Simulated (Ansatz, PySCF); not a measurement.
This PySCF input computes a CCSD(T)/cc-pVDZ energy:

```python
from pyscf import gto, scf, mp, cc as ccmod

mol = gto.M(
    atom='''
    O     0.01915060   -0.02033157   -1.25607661
    N    -0.00000000    0.00000000   -0.00000000
    O     1.04214260    0.28880183    0.63956302
    O    -1.06129321   -0.26847027    0.61651359
    ''',
    basis='cc-pvdz',
    charge=-1,
    spin=0,
    verbose=4,
)

mf = scf.RHF(mol)
mf.conv_tol = 1e-10
mf.max_cycle = 100
mf.kernel()
mp2 = mp.MP2(mf, frozen=4).run()
cc = ccmod.CCSD(mf, frozen=4)
cc.max_cycle = 100
cc.kernel()
et = cc.ccsd_t()
print(f'E(CCSD(T)) = {cc.e_tot + et:.9f}')
```

Task: Write an input for the same energy in Ansatz (a quantum-chemistry and plane-wave program) and say what it gives.

Result: 
Ansatz 0.2 input:
```yaml
crystal:
  periodic: [false, false, false]
  atoms:
    - {symbol: O, position_ang: [0.01915060, -0.02033157, -1.25607661]}
    - {symbol: N, position_ang: [-0.00000000, 0.00000000, -0.00000000]}
    - {symbol: O, position_ang: [1.04214260, 0.28880183, 0.63956302]}
    - {symbol: O, position_ang: [-1.06129321, -0.26847027, 0.61651359]}
basis:
  gaussian:
    orbitals: cc-pVDZ
total_charge: -1
magnetization: {spin_polarized: false}
correlation: {method: ccsd_t, electrons: outside_noble_gas}
```
It gives -279.67705 Eh, and PySCF -279.67706 Eh, a difference of 0.01 mEh.

It need not be the lowest isomer of its formula. Whether it binds its extra electron was not tested at this geometry.
